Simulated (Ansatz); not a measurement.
A nudged elastic band was laid between two geometries of C₂H₅LiSi (9 atoms, charge 0, multiplicity 1).

Theory: Ansatz, RKS revPBE-D4/def2-SVP.

```json
{"movable images": "3", "climbing image": "yes", "spring": "5.0 eV/Å²", "optimiser": "quadratic models (default)", "start path": "through a guess of the saddle point", "force threshold": "0.05 eV/Å", "iteration limit": "60", "end points": "relaxed"}
```

Initial state:

```xyz
9
Properties=species:S:1:pos:R:3
Li -2.106 -0.255 2.337
Si -0.492 0.030 0.528
C -0.211 1.652 -0.089
C 0.594 -1.261 -0.403
H -0.738 2.537 0.314
H 0.499 1.887 -0.905
H 1.275 -1.793 0.295
H 1.211 -0.762 -1.179
H -0.033 -2.034 -0.897
```

Final state:

```xyz
9
Properties=species:S:1:pos:R:3
Li -1.636 -0.130 2.696
Si -0.395 0.053 0.603
C -0.388 1.606 -0.222
C 0.640 -1.250 -0.369
H -0.925 2.488 0.172
H 0.145 1.795 -1.174
H 0.014 -2.117 -0.671
H 1.471 -1.650 0.251
H 1.073 -0.796 -1.285
```

Task: What changes between the two ends?

Result: No bond is made or broken. The dihedral Li1–Si2–C4–H8 goes from 180 to -59°. The two ends are copies of one structure, up to a mirror image or an exchange of like atoms.

Task: Give the energies along the band, and the barrier.

Result: It converged. The highest image is number 2 of 0 to 4, 2.4 kJ/mol above the ends, which have the same energy within 2 meV. Another band between the same ends (5 images) ends at a top of the same energy, where a vibrational analysis finds 1 clearly imaginary mode. So few images can step over the top or miss a turn of the path.

| image | path coordinate (Å) | energy (kJ/mol) | dihedral Li1–Si2–C4–H8 (°) |
| --- | --- | --- | --- |
| 0 | 0.00 | 0.0 | 180 |
| 1 | 0.85 | 1.2 | -151 |
| 2 | 1.70 | 2.4 | -120 |
| 3 | 2.54 | 1.1 | -90 |
| 4 | 3.39 | 0.0 | -59 |

Task: What is the geometry of the highest image?

Result: 
```xyz
9
Properties=species:S:1:pos:R:3
Li -1.732 -0.134 2.644
Si -0.412 0.035 0.604
C -0.316 1.616 -0.162
C 0.600 -1.266 -0.400
H -0.826 2.506 0.251
H 0.253 1.820 -1.090
H 0.558 -2.277 0.053
H 1.666 -0.961 -0.462
H 0.210 -1.339 -1.438
```

Time of the run: 79 s on 1 thread of Arm Neoverse V2 (shared host), peak memory 0.25 GiB.
